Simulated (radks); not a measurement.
Excited configurations of Eu: one electron is placed in a higher orbital outside [Xe] 4f7 6s1. The ground configuration is [Xe] 4f7 6s2. All-electron calculation, Dirac Kohn-Sham, PBE, spin-unpolarised, spherical densities, finite nucleus; open shells are shared between the two j in proportion to 2j + 1; Fermi nuclear charge, rms radius 5.1115 fm. Program: a radial shooting solver on a logarithmic mesh with Libxc functionals. Excitation = E - E(ground); binding = E(ion) - E, where the ion is the core of charge +1; n* = 1/sqrt(2 binding) in atomic units, and the quantum defect is n - n*. Eigenvalue and <r> are those of j = l + 1/2.

| outer orbital | excitation (eV) | binding (eV) | quantum defect | eigenvalue (eV) |
|---|---|---|---|---|
| 5d | 2.158 | 3.862 | 3.123 | -1.011 |
| 5f | 5.091 | 0.930 | 1.175 | -0.428 |
| 6p | 2.488 | 3.532 | 4.037 | -1.721 |
| 6d | 4.539 | 1.481 | 2.969 | -0.714 |
| 6f | 5.368 | 0.653 | 1.434 | -0.367 |
| 7s | 3.884 | 2.137 | 4.477 | -1.271 |
| 7p | 4.444 | 1.576 | 4.062 | -0.902 |
| 7d | 5.092 | 0.928 | 3.171 | -0.529 |
| 7f | 5.543 | 0.477 | 1.662 | -0.292 |

The Delta-SCF ionisation energy is 6.020 eV (NIST Atomic Spectra Database: 5.670 eV, measured). Self-interaction in the functional shifts the binding energies and quantum defects, so they are the method's values and not measured ones. Spin polarisation and multiplet splitting are left out, so open shells lie too high by an amount that depends on their filling. Sharing an open shell by 2j + 1 raises it above the true ground level by a part of the spin-orbit splitting, which enters the differences from NIST.

Beside tabulated values, note that spin-unpolarised runs miss the spin-polarisation part of the exchange energy of open shells.
